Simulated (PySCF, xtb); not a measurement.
CH6O3Si, SMILES C[Si](O)(O)O.

GFN2-xTB (xtb 6.7.1) at its own geometry gives an orbital gap of 8.60 eV and a dipole moment of 0.92 D.

Geometry: B3LYP-D3(BJ)/def2-SVP. A frequency run showed that this geometry is not a minimum. Other conformers were not sampled.

What does PySCF with CAM-B3LYP/def2-TZVP give? (The exact figures need the calculation; the answer reports its results.)

gap 11.38 eV (levels -10.07 and 1.31 eV), dipole 1.42 D.
